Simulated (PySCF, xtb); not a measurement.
F₂H₂OSi. Atoms are numbered in the order given.

```xyz
6

Si    -0.0057     0.3431     0.0000
O      1.5571    -0.1238     0.0000
F     -0.7824    -0.2534     1.2781
F     -0.7824    -0.2534    -1.2781
H     -0.0655     1.8089     0.0000
H      1.7733    -1.0611     0.0000
```
Charge 0, spin multiplicity 1.

The structure is a stationary point at PBE0-D3(BJ)/def2-SVP. One conformer was computed; it need not be the lowest.

Calculation: IEF-PCM-PBE0/def2-SVP (PySCF).

The values are the electrostatic part of the solvation free energy, E(continuum) − E(gas) at the gas-phase geometry, in a cavity of scaled van der Waals radii (PySCF's table); cavitation and dispersion terms are not included. In vacuum the orbital gap is 11.22 eV. The dipole moment in vacuum is 1.22 D.

```csv
solvent,ε,ΔG(elec) (kcal/mol),dipole (D),gap (eV)
water,78.36,-5.2,1.41,11.56
acetone,20.49,-4.9,1.40,11.54
cyclohexanone,15.62,-4.8,1.40,11.53
```

For comparison, GFN2-xTB/ALPB(water) (xtb, at the GFN2-xTB geometry, all terms of that model) gives -4.1 kcal/mol.
